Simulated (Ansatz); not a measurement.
C$_{4}$H$_{12}$BrClN$_{2}$Zr (`C[N](C)[Zr]([Cl])([Br])[N](C)C`) at its PBE0-D4/def2-TZVP geometry, where that method's forces vanish. Charge 0, multiplicity 1. Zr: def2 effective core potential.

```xyz
21

C    -2.0476   -0.7029    0.0671
N    -0.7902   -1.1974    0.5608
C    -0.9098   -2.4314    1.3063
Zr    1.0912   -0.5266    0.4637
Cl    2.4458   -2.1800   -0.5684
Br    1.7849    0.0348    2.8494
N     1.0138    1.1335   -0.6434
C     0.2975    2.2318   -0.0326
C     1.5831    1.4524   -1.9290
H    -2.7508   -0.5067    0.8885
H    -2.5231   -1.4281   -0.6073
H    -1.9030    0.2257   -0.4875
H    -1.5478   -2.3074    2.1911
H    -1.3235   -3.2379    0.6870
H     0.0700   -2.7740    1.6655
H     0.9522    3.0963    0.1363
H    -0.5472    2.5559   -0.6554
H    -0.1077    1.9422    0.9455
H     2.1131    0.5903   -2.3385
H     0.8041    1.7446   -2.6458
H     2.2950    2.2850   -1.8531
```

Q: What forces (eV/Å) does r2SCAN-D4/def2-TZVPP give on these atoms in the Gaussian-basis code of Ansatz? (Best estimate.)

A: The calculation gave: 
```
C1  -0.187  0.070 -0.068
N2   0.007  0.062 -0.052
C3  -0.009 -0.182  0.112
Zr4  0.125 -0.046  0.104
Cl5  0.072 -0.090 -0.063
Br6  0.032  0.025  0.110
N7   0.014 -0.061 -0.034
C8  -0.107  0.157  0.093
C9   0.087  0.045 -0.197
H10 -0.010 -0.004  0.002
H11 -0.008 -0.005  0.001
H12  0.006 -0.007  0.006
H13 -0.009  0.000  0.003
H14 -0.008 -0.003 -0.003
H15  0.000  0.017 -0.010
H16  0.006  0.007 -0.001
H17  0.000  0.005 -0.007
H18  0.002 -0.017 -0.007
H19 -0.010  0.009  0.012
H20 -0.002  0.009 -0.001
H21 -0.002  0.009 -0.001
```
